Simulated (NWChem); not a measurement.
Molecule: BeH2S; SMILES [BeH][SH]

```xyz
4

Be     0.1036    -1.3052     0.0000
H      0.0680    -2.6381     0.0000
S      0.1629     0.6097     0.0000
H     -1.1884     0.7024     0.0000
```
Atoms are numbered in this order, from 1.

All runs: NWChem. Pople sets run with spherical d functions. The geometry was optimised at PBE0/def2-SVP. B3LYP is NWChem's, with the RPA form of VWN correlation. Static field.

```tsv
level	isotropic polarisability (bohr³)	anisotropy (bohr³)
PBE/6-31+G*	35.6	16.6
B3LYP/6-31+G*	34.3	15.4
BHandHLYP/6-31+G*	32.5	13.9
Hartree-Fock/6-31+G*	31.0	12.1
```
